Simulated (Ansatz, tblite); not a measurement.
Cost and result up the ladder for the cluster Ag2O⁺ (3 atoms). Charge 1, multiplicity 2. Geometry: r2SCAN-D4/def2-TZVP.

```
atom   x (Å)   y (Å)   z (Å)
 Ag1  -1.845   0.495  -0.515
 Ag2   1.946  -0.291   0.208
  O3  -0.101  -0.204   0.307
```

Ansatz on 4 threads of Arm Neoverse V2 on a shared host; xTB runs through tblite on one thread. Times are rough, summed over both states, and most runs start from the orbitals of an earlier one. B2PLYP/def2-TZVP serves as the yardstick here, not as an exact answer. The other state is a quartet at its own geometry.

In the def2 sets Ag takes a core potential; there is no spin–orbit coupling. The xTB rows come from tblite. Correlated methods freeze 1 core orbital; core or outer-core shells of Ag are correlated, in sets that lack core-valence functions. The structure comes from a short search, and lower isomers may exist.

Run but left out: HF/def2-TZVP, MP2/def2-TZVP, CCSD/def2-TZVP, CCSD(T)/def2-TZVP (flagged by the program: other roots).

Second-order perturbation terms are unreliable where d shells bring near-degenerate states, and here B2PLYP/def2-TZVP lies more than 0.4 eV from the median of the functionals without such a term.

Correlated methods converge slowly with the basis.

xTB has no spin-polarisation term.

| level | functions | wall time | quartet − doublet (eV) | difference from B2PLYP/def2-TZVP (eV) |
| --- | --- | --- | --- | --- |
| GFN2-xTB | 22 | 0.004 s | 3.77 | 0.25 |
| GFN1-xTB | 22 | 0.005 s | 2.48 | -1.04 |
| PBE-D4/def2-TZVP | 111 | 5.3 s | 2.42 | -1.10 |
| RPA@PBE/def2-TZVP | 111 | 5.5 s | 2.80 | -0.72 |
| BLYP-D4/def2-TZVP | 111 | 5.9 s | 2.32 | -1.20 |
| B2PLYP/def2-TZVP | 111 | 7.1 s | 3.52 | 0.00 |
| BHLYP-D4/def2-TZVP | 111 | 7.3 s | 3.65 | 0.14 |
| r2SCAN-D4/def2-TZVP | 111 | 14 s | 2.70 | -0.82 |
| r2SCANh-D4/def2-TZVP | 111 | 16 s | 2.98 | -0.53 |
| PBE0-D4/def2-TZVP (with forces) | 111 | 29 s | 3.21 | -0.31 |
| ωB97X-V/def2-TZVP | 111 | 32 s | 3.95 | 0.43 |
